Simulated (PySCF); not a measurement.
C₅H₁₅B₂N.
SMILES with atom numbers: `[BH2:1][C@@H:2]1[CH2:3][CH2:4][BH2-:5][N+:6]1([CH3:7])[CH3:8]` (hydrogens: H9, H10 on B1; H11 on C2; H12, H13 on C3; H14, H15 on C4; H16, H17 on B5; H18, H19, H20 on C7; H21, H22, H23 on C8)

Method used: TDDFT CAM-B3LYP/def2-SVPD, vertical, gas phase, core orbitals frozen in the response in PySCF 2.14.0, density-fitted response routines. One conformer (not necessarily the lowest) at the PBE0-D3(BJ)/def2-SVP geometry, without solvent, vibrations or thermal averaging.

Each state is given a Gaussian of 0.25 eV full width at half maximum, with ε(max) = 2.175×10⁸ f / Δν̃ (Δν̃ the width in cm⁻¹). The cross-section is σ = 3.8235×10⁻²¹ ε cm², given in Mb (10⁻¹⁸ cm²). The width is an assumption, not a result. The curve ends short of the highest state used, and states not computed would add to its high-energy end.

```
E (eV)  σ (Mb)
  5.01    0.00
  5.06    0.01
  5.12    0.03
  5.17    0.10
  5.23    0.28
  5.28    0.54
  5.34    1.00
  5.39    1.48
  5.45    2.10
  5.50    2.50
  5.56    2.60
  5.61    2.37
  5.67    1.95
  5.72    1.64
  5.78    1.31
  5.83    1.03
  5.89    0.77
  5.94    0.66
  6.00    0.61
  6.05    0.52
  6.11    0.35
  6.16    0.20
  6.22    0.08
  6.27    0.03
  6.33    0.01
  6.38    0.00
  6.43    0.00
  6.49    0.00
  6.54    0.01
  6.60    0.05
  6.65    0.15
  6.71    0.42
  6.76    0.78
  6.82    1.25
  6.87    1.52
  6.93    1.80
  6.98    2.63
  7.04    5.50
  7.09    9.84
  7.15   15.78
  7.20   18.85
  7.26   18.38
  7.31   15.52
  7.37   11.70
```

(1) Where are the band maxima, and which computed states make them?

(2) On this curve, what absorbance would a 10⁻⁴ mol/L sample give at 222 nm over a 1 cm path?

(3) Coming from long wavelengths, where does ε first pass 100 L mol⁻¹ cm⁻¹?

Results:

(1) 224 nm (5.54 eV), ε about 690, made up of S2 (85%); 172 nm (7.22 eV), ε about 5000, made up of S6 (54%) and S7 (40%) (ε in L mol⁻¹ cm⁻¹; maxima over ε = 5, shares over 10%). The states used: S1 5.38 eV (f 0.0017); S2 5.54 eV (f 0.0054); S3 5.75 eV (f 0.0027); S4 6.01 eV (f 0.0013); S5 6.88 eV (f 0.0034); S6 7.20 eV (f 0.025); S7 7.22 eV (f 0.019); S8 7.42 eV (f 0.016); S9 7.93 eV (f 0.014); S10 7.97 eV (f 0.016).

(2) 222 nm is 5.585 eV, where ε is about 660 L mol⁻¹ cm⁻¹, so A = ε c l ≈ 0.066 (Beer–Lambert, with the gas-phase spectrum and the assumed width).

(3) At about 236 nm (5.25 eV), 0.13 eV below S1.

The vertical ionisation energy (ΔSCF) is 9.58 eV, 1.62 eV above S10.
